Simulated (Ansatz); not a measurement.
`C[CH2][Ge][OH]` + H₂ → `[OH][GeH]` + `CC` at 500 K and 1 bar (hydrogenolysis of a Ge–C bond).

Calculated with Ansatz (gas phase, PBE0-D4/def2-TZVP geometries, no zero-point term in ΔE). CCSD(T)/CBS is the MP2 limit (def2-TZVPP, def2-QZVPP) plus CCSD(T) − MP2 in def2-TZVPP, frozen cores. This one scheme is used for every species. For Ge outer-core shells are correlated without core-valence functions, which leaves a few kJ/mol of doubt a bond. Scalar relativity is left out up to krypton. Each species was taken in one conformer, which may not be the lowest.

| species | CCSD(T)/CBS energy (Eh) | H − E (kJ/mol) | S (J/(mol·K)) |
| --- | --- | --- | --- |
| `C[CH2][Ge][OH]` | -2231.01233 | 245.8 | 384.7 |
| H₂ | -1.17544 | 41.0 | 145.5 |
| `[OH][GeH]` | -2152.47759 | 74.0 | 281.9 |
| `CC` | -79.71954 | 220.5 | 259.9 |

H − E and S are ideal-gas, rigid-rotor, harmonic terms from PBE0-D4/def2-TZVP, for one conformer and one mirror image of each species. For small species the MP2-based limit differs from directly extrapolated CCSD(T) by up to some mEh (0.8 for H₂); such offsets cancel only in part. 1 Eh = 2625.50 kJ/mol, R = 8.31446 J/(mol·K).

**Question.** By hand: ΔE, ΔH, ΔS and ΔG.

**Answer.** ΔE = (-2152.47759) + (-79.71954) − (-2231.01233) − (-1.17544) = -0.00936 Eh = -24.6 kJ/mol. Δ(H − E) = 74.0 + 220.5 − 245.8 − 41.0 = 7.7, so ΔH = -16.9 kJ/mol. ΔS = 281.9 + 259.9 − 384.7 − 145.5 = 11.6 J/(mol·K). ΔG = -16.9 − 500 × (11.6)/1000 = -22.7 kJ/mol.

**Question.** By hand: the equilibrium constant, and the temperature at which ΔG would vanish if ΔH and ΔS stayed fixed.

**Answer.** log₁₀ K = −ΔG/(RT ln 10) = 2.4. ΔH and −TΔS have one sign here, so there is no such temperature.

TΔS isn't small against ΔH here. A doubt of 5 kJ/mol in ΔE shifts log₁₀ K by 0.5 here. Other conformers and mirror images would add mixing entropy, several J/(mol·K) or more a flexible species. These are equilibria of isolated gas molecules and say nothing of rates. Largest T1 diagnostic: 0.016 (customary marks: 0.02 for closed shells, 0.045 for open ones).

ΔS is within the doubt of such terms, so its sign, and with it that verdict, could turn.
